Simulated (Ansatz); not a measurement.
```xyz
18

C     2.629    0.705    1.161
N     1.395    0.132    0.784
Mo    0.131   -0.647   -0.010
Cl    0.205   -2.946    0.369
Cl    1.454   -1.117   -1.918
O    -0.790    0.516   -1.124
C    -0.491    1.470   -2.101
O    -1.219   -0.589    1.287
C    -2.482   -1.188    1.226
H     3.347    0.561    0.345
H     2.510    1.775    1.350
H     3.009    0.220    2.064
H     0.197    1.037   -2.835
H    -1.420    1.765   -2.596
H    -0.027    2.352   -1.648
H    -3.008   -0.907    0.305
H    -3.068   -0.861    2.088
H    -2.374   -2.279    1.254
```

Charge 0, multiplicity 1. Mo: def2 effective core potential.

**Question.** List the PBE/def2-TZVPP orbital energies in eV (the Gaussian-basis code of Ansatz). (An estimate is asked.)

**Answer.** Ansatz gave: Occupied: -2738.13, -2737.87, -511.15, -510.99, -381.69, -270.53, -270.43, -270.36, -248.70, -248.44, -189.36, -189.26, -189.24, -189.09, -189.00, -188.99, -68.84, -43.02, -42.68, -42.65, -25.44, -25.31, -22.01, -19.30, -18.97, -16.98, -16.82, -16.30, -12.36, -12.10, -11.90, -11.69, -11.67, -11.58, -11.30, -11.25, -11.11, -9.25, -8.87, -8.67, -8.53, -8.05, -7.62, -7.19, -7.10, -6.97, -6.81, -6.56, -6.40. Lowest empty: -3.66, -2.77, -2.08, -1.66, -0.63, -0.26, 0.41, 0.62.
